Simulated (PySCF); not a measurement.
## Spinor energies of Ag⁺ (silver, charge +1)

Start: [Kr] 4d10. Calculated with PySCF 2.14 in x2c-SVPall-2c: generalised Hartree-Fock with the X2C-1e Hamiltonian and a Gaussian nucleus; one run each with spin-orbit coupling (SO) switched off, then screened by Boettger's factors.

```csv
spinor shell,electrons,"ε, spin-free (eV)","ε, screened SO (eV)",weight of nominal j (screened SO),"rms radius, screened SO (bohr)"
1s1/2,2,-25649.6,-25647.8,1.000,0.0357
2s1/2,2,-3868.3,-3867.8,1.000,0.146
2p1/2,2,-3464.7,-3586.3,1.000,0.127
2p3/2,4,-3464.7,-3408.6,1.000,0.131
3s1/2,2,-752.41,-752.29,1.000,0.392
3p1/2,2,-616.29,-638.50,1.000,0.387
3p3/2,4,-616.29,-606.00,1.000,0.398
3d3/2,4,-401.95,-405.71,1.000,0.374
3d5/2,6,-401.95,-399.34,1.000,0.377
4s1/2,2,-124.24,-124.23,1.000,0.982
4p1/2,2,-82.727,-86.439,1.000,1.06
4p3/2,4,-82.727,-81.018,1.000,1.09
4d3/2,4,-22.082,-22.489,1.000,1.49
4d5/2,6,-22.082,-21.815,1.000,1.52
```

| quantity | spin-free | screened SO |
| --- | --- | --- |
| E (hartree) | -5311.62158 | -5312.57745 |
| M_J | 0 | 0 |
| ⟨J²⟩ | 0.000 | 0.000 |
| ⟨L²⟩ | 0.000 | 0.015 |
| ⟨S²⟩ | 0.000 | 0.015 |

Breit and QED terms are absent; they matter most for the inner s and p1/2 levels.

Densities and radii are taken from the X2C orbitals without a picture-change correction, which distorts them close to the nucleus.

Without spin-orbit coupling the j labels of p, d and f shells carry no meaning; the spin-free column gives the mean over the occupied spinors of each nl shell.
